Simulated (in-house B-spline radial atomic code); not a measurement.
**Ionising the calcium ion Ca⁶⁺ with different functionals**

Computed with a radial B-spline atomic code at the basis-set limit: scalar-relativistic (spin-free X2C) Hamiltonian, Fermi nucleus of rms radius 3.4776 fm, spin-polarised at highest spin, spherical fractional occupations for the functionals, and exact exchange of hybrids averaged over the configuration. The ionisation energy is the difference of two self-consistent energies, [Ne] 3s2 3p2 → [Ne] 3s2 3p1, without Breit or QED terms; ε is the level of the shell that loses the electron (its least bound occupied spin orbital).

```tsv
method	rung	ΔSCF (eV)	-ε(3p) (eV)
PBE0	global hybrid	?	?
B3LYP	global hybrid	127.53	119.65
TPSSh	global hybrid	127.61	118.84
BHandHLYP	global hybrid	127.34	122.54
r2SCAN0	global hybrid	127.67	120.56
B97-1	global hybrid	127.42	119.68
HSE06	range-separated hybrid	127.45	119.74
wB97X	range-separated hybrid	127.39	122.73
CAM-B3LYP	range-separated hybrid	?	?
LC-wPBE	range-separated hybrid	127.64	123.15
```

Q: What does CAM-B3LYP give?

A: ΔSCF 127.49 eV, and -ε(3p) = 121.63 eV.

Q: What does PBE0 give?

A: ΔSCF 127.48 eV, and -ε(3p) = 120.18 eV.

Q: Among the functionals, which spreads more, the ΔSCF values or the orbital energies?

A: The orbital energies: ΔSCF values span about 0.33 eV and the orbital energies 4.31 eV; here energy differences depend much less on the functional than eigenvalues do.

Q: How do they compare with the NIST value?

A: NIST lists 127.2 eV ± 0.25 (semi-empirical, ground level to ground level). Errors run from +0.13 to +0.46 eV; all lie within about twice that uncertainty, so the table can't rank the methods.
